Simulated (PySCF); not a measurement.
Species: C7H12ClFSi2.
InChI=1S/C7H12ClFSi2/c1-2-11(8,10)7(9)5-3-4-6-7/h1H,3-6H2,10H3/t11-/m1/s1

The calculation used TDDFT wB97X-D/def2-SVPD, vertical, gas phase, core orbitals frozen in the response in PySCF 2.14.0, density-fitted response routines. Geometry: PBE0-D3(BJ)/def2-SVP, one conformer, isolated molecule.

Computed states:

```json
{"state": "S1", "E (eV)": "5.65", "f": "0.0039"}
{"state": "S2", "E (eV)": "6.06", "f": "0.011"}
{"state": "S3", "E (eV)": "6.13", "f": "0.0041"}
{"state": "S4", "E (eV)": "6.51", "f": "0.0051"}
{"state": "S5", "E (eV)": "6.94", "f": "0.141"}
{"state": "S6", "E (eV)": "7.07", "f": "0.026"}
{"state": "S7", "E (eV)": "7.34", "f": "0.140"}
{"state": "S8", "E (eV)": "7.68", "f": "0.107"}
{"state": "S9", "E (eV)": "7.75", "f": "0.0074"}
{"state": "S10", "E (eV)": "7.87", "f": "0.041"}
```

Each state is given a Gaussian of 0.3 eV full width at half maximum, with ε(max) = 2.175×10⁸ f / Δν̃ (Δν̃ the width in cm⁻¹). The width is an assumption, not a result. The curve ends short of the highest state used, and states not computed would add to its high-energy end.

(1) Give the broadened spectrum and its maxima.

(2) On this curve, what absorbance would a 10⁻⁵ mol/L sample give at 193 nm over a 1 cm path?

(3) Coming from long wavelengths, where does ε first pass 100 L mol⁻¹ cm⁻¹?

Results:

(1) 
| λ (nm) | ε (L mol⁻¹ cm⁻¹) |
| --- | --- |
| 170.4 | 12043 |
| 173.4 | 9044 |
| 176.4 | 12574 |
| 179.3 | 13678 |
| 182.3 | 7520 |
| 185.2 | 2294 |
| 188.2 | 687 |
| 191.2 | 484 |
| 194.1 | 371 |
| 197.1 | 458 |
| 200.0 | 876 |
| 203.0 | 1272 |
| 206.0 | 1174 |
| 208.9 | 736 |
| 211.9 | 381 |
| 214.9 | 301 |
| 217.8 | 348 |
| 220.8 | 345 |
| 223.7 | 252 |
| 226.7 | 133 |
| 229.7 | 52 |
| 232.6 | 16 |
| 235.6 | 4 |
| 238.5 | 1 |

Maxima: 219 nm (5.65 eV), ε about 360, made up of S1 (98%); 204 nm (6.08 eV), ε about 1300, made up of S2 (73%) and S3 (26%); 178 nm (6.95 eV), ε about 14000, made up of S5 (88%) and S6 (11%) (ε in L mol⁻¹ cm⁻¹; maxima over ε = 5, shares over 10%). At its high-energy end, 7.27 eV, the curve is still rising (ε about 12000, from S7).

(2) 193 nm is 6.424 eV, where ε is about 410 L mol⁻¹ cm⁻¹, so A = ε c l ≈ 0.0041 (Beer–Lambert, with the gas-phase spectrum and the assumed width).

(3) At about 228 nm (5.45 eV), 0.20 eV below S1.
